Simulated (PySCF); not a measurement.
## UHF on Ar (argon, neutral)

Configuration: [Ar], closed-shell 1S. Computed with PySCF 2.14 in cc-pVTZ-DK (5s4p2d1f, 34 functions), with scalar relativity by spin-free X2C-1e.

```json
{
 "Total energy": "-528.621423 hartree",
 "One-electron energy": "-730.7120 hartree",
 "Hartree (Coulomb) energy": "232.4426 hartree",
 "Exchange energy": "-30.3521 hartree",
 "⟨S²⟩": "0.0000",
 "⟨L²⟩": "0.000",
 "Sum of ⟨r⟩": "16.03 bohr",
 "Sum of ⟨r²⟩": "25.89 bohr²",
 "Langevin diamagnetic susceptibility": "-20.5 ×10⁻⁶ cm³/mol",
 "Time after the integrals": "0.1 s of wall time on 1 thread of Neoverse-N1 (shared host)"
}
```

| shell | electrons | mean orbital energy (hartree) | rms radius, mean of both spins (bohr) |
| --- | --- | --- | --- |
| 1s | 2 | -119.08581 | 0.0991 |
| 2s | 2 | -12.40761 | 0.446 |
| 2p | 6 | -9.57272 | 0.417 |
| 3s | 2 | -1.28551 | 1.53 |
| 3p | 6 | -0.58946 | 1.82 |

Densities and radii are taken from the X2C orbitals without a picture-change correction, which distorts them close to the nucleus.
